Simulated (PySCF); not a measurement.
Gas-phase reaction: 6 GeH3Cl + GeH2 ⇌ 5 GeH4 + 2 GeCl3

Computed with PySCF (xtb for GFN2) and rigid-rotor harmonic-oscillator thermochemistry at 1 bar. † marks an energy on the PBE0/def2-TZVP geometry and frequencies; other levels use their own. Open shells (unrestricted): GeCl3 (multiplicity 2); the rest are closed-shell singlets. GFN2 has no spin-polarisation term. Ge: all electrons, no relativistic terms. GeH2, GeCl3: computed as isolated molecules; such fragments, hydroxides, amides, oligomers or adducts are transient or little studied in the gas. The harmonic model lacks anharmonicity and excited electronic states, which grow with temperature; levels with a mode under 35 cm⁻¹ are left out.

```json
[
 {"level": "GFN2-xTB", "ΔE electronic, kJ": "66", "ΔH°(298 K), kJ": "90", "ΔS°(298 K), J/K": "-30", "ΔG°(800 K), kJ": "114"},
 {"level": "PBE0/def2-SVP†", "ΔE electronic, kJ": "23", "ΔH°(298 K), kJ": "23", "ΔS°(298 K), J/K": "-45", "ΔG°(800 K), kJ": "58"},
 {"level": "r2SCAN/def2-TZVP†", "ΔE electronic, kJ": "5", "ΔH°(298 K), kJ": "5", "ΔS°(298 K), J/K": "-45", "ΔG°(800 K), kJ": "40"},
 {"level": "LDA/def2-TZVP†", "ΔE electronic, kJ": "-1", "ΔH°(298 K), kJ": "0", "ΔS°(298 K), J/K": "-45", "ΔG°(800 K), kJ": "34"},
 {"level": "ωB97X-V/def2-TZVP†", "ΔE electronic, kJ": "62", "ΔH°(298 K), kJ": "62", "ΔS°(298 K), J/K": "-45", "ΔG°(800 K), kJ": "97"}
]
```
ΔH° is lowest at LDA/def2-TZVP† and highest at GFN2-xTB. No reference value is set beside these.
